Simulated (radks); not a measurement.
The numbers below are computed, except where a source is named.
Species: Sn XXXVI. Configuration: [Ne] 3s2 3p3.

Level of theory: non-relativistic Kohn-Sham, PBE, spin-polarised, spherical densities, point nucleus; open shells are filled with parallel spins first (spin-orbit coupling, left out, can overturn this in heavy ions); relativity is left out, which matters for an element this heavy (a radial shooting solver on a logarithmic mesh with Libxc functionals).

Energy parts (Ry):
| part | energy |
|---|---|
| total | -10066.08249 |
| kinetic | 10064.82368 |
| electron-nucleus | -21381.04032 |
| Hartree | 1443.09279 |
| exchange-correlation | -192.95864 |

Orbitals (lengths in bohr, moments of r in powers of bohr; <r^-3> diverges for s and p1/2):
orbital  occ.  eigenvalue (Ry)  <1/r>  <r^-3>
1s up       1        -2201.455  49.48       -
1s down     1        -2200.996  49.48       -
2s up       1        -442.7407  11.47       -
2s down     1        -442.3851  11.47       -
2p up       3        -424.9313  11.44    4159
2p down     3        -424.4273  11.44    4156
3s up       1        -173.1241  4.684       -
3s down     1        -171.5032  4.670       -
3p up       3        -166.6182  4.631    1014
3p down     0        -164.9815  4.624    1012
3d up       0        -156.4860  4.507   172.1
3d down     0        -155.1448  4.521   173.8
4s up       0        -90.97812  2.503       -
4s down     0        -90.40520  2.496       -

The highest occupied level is 3p up at -2267.0 eV. The electron density at the nucleus is 8.841e+04 e/bohr^3. Spin moment in Bohr magnetons: 3. The density falls to 0.001 e/bohr^3 at r = 0.85 bohr. The spin density at the nucleus is -4.31 e/bohr^3 (1s -10.50, 2s -0.71, 3s 6.90). For comparison, the ionisation energy in NIST's Atomic Spectra Database is 2326 eV (semi-empirical). In exact Kohn-Sham theory the highest level is minus the ionisation energy, but local and semilocal functionals leave it too shallow, through self-interaction and a potential that decays too fast; potentials with the right tail come closer. Summed over all electrons, <r^2> = 0.6624 bohr^2, which gives a Langevin (diamagnetic) susceptibility term of -0.525 x 10^-6 cm^3/mol.
